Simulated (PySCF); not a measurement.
Magnetisability and related constants of `C#CC/C=C\[C@H](C)N=C`, C$_{8}$H$_{11}$N

Computed, not measured: PySCF 2.14.0, GIAO B3LYP/pcSseg-1 magnetisability, rotational g tensor and spin-rotation constants, non-relativistic, gas phase. Geometry: GFN2-xTB.

Input:
```
{"job": {"kind": "mag", "xc": "B3LYP", "basis": "pcSseg-1", "isotopologues": 0}, "charge": 0, "multiplicity": 1}
C      2.744899     1.843099     0.150224
C      2.406176     0.706323     0.306885
C      1.978042    -0.672167     0.467979
C      1.252839    -1.141425    -0.767783
C     -0.019667    -0.907030    -1.042114
C     -0.979827    -0.141738    -0.172874
C     -1.809341    -1.122019     0.667319
N     -1.878777     0.566758    -1.044956
C     -1.930323     1.813859    -1.017041
H      3.052121     2.837851     0.023440
H      2.859185    -1.295597     0.642252
H      1.330915    -0.739372     1.346757
H      1.854555    -1.691243    -1.478184
H     -0.460712    -1.282331    -1.954388
H     -0.431930     0.551022     0.489004
H     -2.507221    -0.577591     1.299427
H     -2.373092    -1.776679     0.008592
H     -1.155682    -1.723618     1.294076
H     -2.614385     2.317410    -1.684965
H     -1.322923     2.445168    -0.356079
```
Coordinates are in Å.

Command: `OMP_NUM_THREADS=1 python excited_run.py task.json out`

Question: Show the output.

Answer: Atoms count from 0.
```
coarse grid: 16576 points
cycle   1  E = -365.9158272960  dE =  1.111e+00  |g| = 5.408e-01  |ddm| = 4.131e+00
cycle   2  E = -365.8797792217  dE =  3.605e-02  |g| = 6.715e-01  |ddm| = 1.323e+00
cycle   3  E = -365.9841651042  dE = -1.044e-01  |g| = 2.099e-01  |ddm| = 7.373e-01
cycle   4  E = -365.9936813885  dE = -9.516e-03  |g| = 4.076e-02  |ddm| = 1.722e-01
cycle   5  E = -365.9940080658  dE = -3.267e-04  |g| = 1.623e-02  |ddm| = 4.217e-02
cycle   6  E = -365.9940581328  dE = -5.007e-05  |g| = 7.512e-03  |ddm| = 1.591e-02
cycle   7  E = -365.9940711231  dE = -1.299e-05  |g| = 2.258e-03  |ddm| = 6.229e-03
cycle   8  E = -365.9940723155  dE = -1.192e-06  |g| = 5.034e-04  |ddm| = 1.858e-03
final grid: 159752 points
cycle   9  E = -366.0692996789  dE = -5.287e-05  |g| = 7.018e-03  |ddm| = 4.544e-02
cycle  10  E = -366.0692927022  dE =  6.977e-06  |g| = 8.732e-03  |ddm| = 1.484e-02
cycle  11  E = -366.0693112706  dE = -1.857e-05  |g| = 2.518e-03  |ddm| = 8.819e-03
cycle  12  E = -366.0693127765  dE = -1.506e-06  |g| = 3.149e-04  |ddm| = 1.797e-03
cycle  13  E = -366.0693127914  dE = -1.489e-08  |g| = 1.912e-04  |ddm| = 3.931e-04
cycle  14  E = -366.0693127996  dE = -8.192e-09  |g| = 6.738e-05  |ddm| = 1.871e-04
cycle  15  E = -366.0693128006  dE = -1.013e-09  |g| = 1.843e-05  |ddm| = 6.501e-05
cycle  16  E = -366.0693128007  dE = -7.060e-11  |g| = 4.776e-06  |ddm| = 1.682e-05
converged SCF energy = -366.0693128007

Magnetisability tensor (1e-30 J/T^2)
    -1309.66      -74.81       85.21
      -74.81    -1302.02       71.37
       85.21       71.37    -1295.86
isotropic -1302.52   principal values   -1457.15  -1233.26  -1217.14
isotropic susceptibility -78.439 1e-6 cm^3/mol

Inertial axes            a          b          c
rot. const./GHz      2.2652     1.0626     0.8489
chi total           -77.631    -79.535    -78.152
chi diamagnetic    -669.713  -1236.707  -1525.016
chi paramagnetic    592.081   1157.172   1446.865
quadrupole/D A       -6.193      8.543     -2.350
g nuclear            0.6136     0.5665     0.5702
g electronic        -0.6301    -0.5776    -0.5770
g total             -0.0165    -0.0111    -0.0069

Spin-rotation constants (kHz, H = +C I.J)
atom  isotope        aa         bb         cc
  7    14N        0.439      0.353      0.098
  9     1H       -0.231     -0.000     -0.100
 10     1H       -0.027     -0.064     -0.091
 11     1H       -0.166     -0.116      0.008
 12     1H       -0.169     -0.083      0.027
 13     1H       -0.115     -0.107      0.034
 14     1H       -0.099     -0.059     -0.040
 15     1H       -0.182     -0.093     -0.028
 16     1H       -0.116     -0.072     -0.057
 17     1H       -0.124     -0.055     -0.081
 18     1H       -0.011     -0.028     -0.056
 19     1H       -0.032     -0.036     -0.032
  0    13C*       0.667      0.080      0.272
  1    13C*       0.791      0.025      0.329
  2    13C*       0.361      0.150      0.129
  3    13C*       0.700      0.211      0.377
  4    13C*       0.793      0.242      0.399
  5    13C*       0.510      0.239      0.207
  6    13C*       0.377      0.162      0.144
  8    13C*       0.890      0.374      0.264
* in the singly substituted isotopologue
```

It took 47 s wall time on 1 thread of an Arm Neoverse V2, shared host, peak memory 1.1 GiB.
